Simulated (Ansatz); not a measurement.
```yaml
crystal:
  periodic: [false, false, false]
  atoms:
    - {symbol: Au, position_ang: [-0.017792, 0.025924, -0.036816]}
    - {symbol: N, position_ang: [0.012513, -0.004348, 2.100389]}
    - {symbol: H, position_ang: [-0.379499, 0.806336, 2.432031]}
    - {symbol: H, position_ang: [0.998068, -0.092452, 2.454255]}
    - {symbol: H, position_ang: [-0.568746, -0.801568, 2.420329]}
    - {symbol: N, position_ang: [0.003177, 0.052752, -2.102425]}
    - {symbol: H, position_ang: [-0.960714, -0.003617, -2.415715]}
    - {symbol: H, position_ang: [0.465700, -0.848929, -2.458205]}
    - {symbol: H, position_ang: [0.525060, 0.873515, -2.393190]}
basis:
  gaussian: {orbitals: def2-SVPD, final_grid: {core_spheres: 20, valence_spheres: 16, degree: 47}}
total_charge: 1
hamiltonian: {xc: {name: CAM-B3LYP}, dispersion: d4}
scf: {omitted_lower_state_checks: [starts]}
output: {forces: true}
```

```sh
$ ansatz run in.yaml --threads 4 --pin off --events-out ev --progress --plain --max-ram 3916MiB
```

Shortened log:

```
Functional definition: CAM-B3LYP
  name "CAM-B3LYP"
  cite "Yanai, Tew & Handy, Chem. Phys. Lett. 393, 51 (2004) doi:10.1016/j.cplett.2004.06.011"
  cite "Iikura, Tsuneda, Yanai & Hirao, J. Chem. Phys. 115, 3540 (2001) doi:10.1063/1.1383587"
  cite "Becke, Phys. Rev. A 38, 3098 (1988) doi:10.1103/PhysRevA.38.3098"
  cite "Lee, Yang & Parr, Phys. Rev. B 37, 785 (1988) doi:10.1103/PhysRevB.37.785"
  cite "Vosko, Wilk & Nusair, Can. J. Phys. 58, 1200 (1980) doi:10.1139/p80-159"
  parameter alpha = 0.19
  parameter beta = 0.46
  parameter omega = 0.33/bohr
  parameter ac = 0.81
  # Exact exchange under (alpha + beta erf(omega r))/r, Becke's under what is left of 1/r.
  exchange = (1 - alpha - beta)*b88_x + beta*b88_x_sr(omega) + alpha*exact_x + beta*exact_x_lr(omega)
  correlation = (1 - ac)*vwn5_c + ac*lyp_c
these checks for a lower state are left out or cut short: starts
1189 factors; integrals over basis functions are off by at most 1.1e-3 eV
413 factors; integrals over basis functions are off by at most 5.0e-6 eV
mean field evaluation 1: about -6750.9863 eV, gradient 7.5e1 eV
mean field evaluation 2: about -6749.1708 eV, gradient 8.1e1 eV
mean field evaluation 4: about -6762.0670 eV, gradient 2.5e0 eV
mean field evaluation 8: about -6762.1408 eV, gradient 6.6e-2 eV
mean field evaluation 16: about -6762.1409 eV, gradient 5.1e-5 eV
mean field -6762.14085410 eV, -248.5040928443 hartree, gradient 5.1e-5 eV, S^2 0.000000; 0 other end points of the search recorded, 0 dependent functions left out
the calculation of the forces begins
reference -6762.14097510 eV, -248.5040972912 hartree; 19, 19 occupied and 104, 104 virtual orbitals, 1189 factors
Total energy: -6762.23527944 eV, -248.5075629117 hartree
Atom 0 at    -0.017792     0.025924    -0.036816 Å, force     0.184038    -0.056292     0.834874 eV/Å
Atom 1 at     0.012513    -0.004348     2.100389 Å, force     1.769122    -3.198636    -1.587078 eV/Å
Atom 2 at    -0.379499     0.806336     2.432031 Å, force    -1.220481     2.737385     1.264644 eV/Å
Atom 3 at     0.998068    -0.092452     2.454255 Å, force    -1.250686    -0.001513    -0.268913 eV/Å
Atom 4 at    -0.568746    -0.801568     2.420329 Å, force     0.597544     0.481302    -0.012996 eV/Å
Atom 5 at     0.003177     0.052752    -2.102425 Å, force     0.819355    -2.425236     0.257317 eV/Å
Atom 6 at    -0.960714    -0.003617    -2.415715 Å, force    -0.130776     0.550716    -0.435764 eV/Å
Atom 7 at     0.465700    -0.848929    -2.458205 Å, force    -0.571606     1.806876     0.508762 eV/Å
Atom 8 at     0.525060     0.873515    -2.393190 Å, force    -0.196510     0.105398    -0.560846 eV/Å
Dipole moment:     0.027708    -0.048285     0.001082 e Å
Checks for a lower state left out: starts
```

It took 2.8 s on 4 threads of Arm Neoverse V1 on a shared host.

In the def2 sets Au takes a core potential; there is no spin–orbit coupling.

The dipole of an ion depends on the origin.
